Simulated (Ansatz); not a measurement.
Start from `C[N](C)[InH2]` and change one atom or group to get `C[N](C)[MgH]`.

Ansatz, PBE0-D4/def2-TZVP geometries, multiplicity 1. 

Elements past krypton have def2 core potentials.

| property | `C[N](C)[InH2]` |
| --- | --- |
| HOMO–LUMO gap (PBE0/def2-TZVPP) / eV | 4.74 |
| HOMO energy (B3LYP/def2-TZVPP) / eV | -5.79 |
| HOMO energy (PBE0/def2-TZVPP) / eV | -5.94 |
| size of the dipole moment (B3LYP/def2-TZVPP) / D | 0.20 |
| LUMO energy (PBE0/def2-TZVPP) / eV | -1.21 |
| zero-point energy (PBE0-D4/def2-TZVP) / kJ/mol | 245.0 |

Q: Give the same properties after the change, and the shifts. (An estimate is asked.)

A: Computed: 
```csv
property,`C[N](C)[MgH]`,shift
HOMO–LUMO gap (PBE0/def2-TZVPP) / eV,4.93,0.19
HOMO energy (B3LYP/def2-TZVPP) / eV,-5.26,0.53
HOMO energy (PBE0/def2-TZVPP) / eV,-5.43,0.51
size of the dipole moment (B3LYP/def2-TZVPP) / D,0.22,0.02
LUMO energy (PBE0/def2-TZVPP) / eV,-0.51,0.70
zero-point energy (PBE0-D4/def2-TZVP) / kJ/mol,225.2,-19.8
```

With PBE0 the HOMO rises by 0.51 eV and the LUMO rises by 0.70 eV, so the gap widens by about 0.19 eV. PBE moves the HOMO by 0.59 eV and ωB97M-V by 0.46 eV. The zero-point energy changes by -19.8 kJ/mol with -3 modes. Dipoles are sizes alone; their direction can turn.

B3LYP here is the variant with VWN-RPA as its local correlation; programs differ in this.
